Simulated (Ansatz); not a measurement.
The cluster Pb3F6. Charge 0, multiplicity 3. Geometry B3LYP-D4/def2-SVP, that of the neutral singlet; atoms count from 1.

```xyz
9

Pb   -1.7994   -1.0347   -0.3117
Pb   -0.0174    1.8751    0.9430
Pb    1.8168   -0.8404   -0.6313
F    -1.2778    0.0891    1.6079
F     0.1425   -2.0130    0.3895
F    -0.1155   -0.8897   -1.8493
F    -1.5348    1.2120   -0.6310
F     1.2642    1.3628   -0.8778
F     1.5213    0.2388    1.3607
```

In the def2 sets Pb takes a core potential; there is no spin–orbit coupling. At PBE0-D4/def2-TZVP a singlet of charge 0 lies 5.80 eV below the triplet at the same geometry. The structure comes from a short search, and lower isomers may exist.

(1) Estimate the Mulliken populations from the PBE0/def2-TZVP orbitals of Ansatz.

(2) Where does the spin sit?

(3) And the Mayer bond orders between bonded heavy atoms (over 0.3)?

## Answers

(1) 
```csv
atom,charge (e),spin (α − β)
Pb1,0.84,1.15
Pb2,1.05,0.17
Pb3,1.05,0.17
F4,-0.46,0.12
F5,-0.46,0.12
F6,-0.46,0.12
F7,-0.46,0.12
F8,-0.54,0.00
F9,-0.54,0.00
```
Mulliken values and Mayer orders depend strongly on the basis.

(2) Summed by element: Pb 1.50, F 0.50, of 2 unpaired in all. Largest on single atoms: Pb1 1.15, Pb2 0.17, Pb3 0.17.

(3) Pb1–F4 0.39 (2.28 Å); Pb1–F5 0.39 (2.28 Å); Pb1–F6 0.39 (2.28 Å); Pb1–F7 0.39 (2.28 Å); Pb2–F4 0.35 (2.28 Å); Pb2–F7 0.35 (2.28 Å); Pb2–F8 0.37 (2.28 Å); Pb2–F9 0.37 (2.28 Å); Pb3–F5 0.35 (2.28 Å); Pb3–F6 0.35 (2.28 Å); Pb3–F8 0.37 (2.28 Å); Pb3–F9 0.37 (2.28 Å).
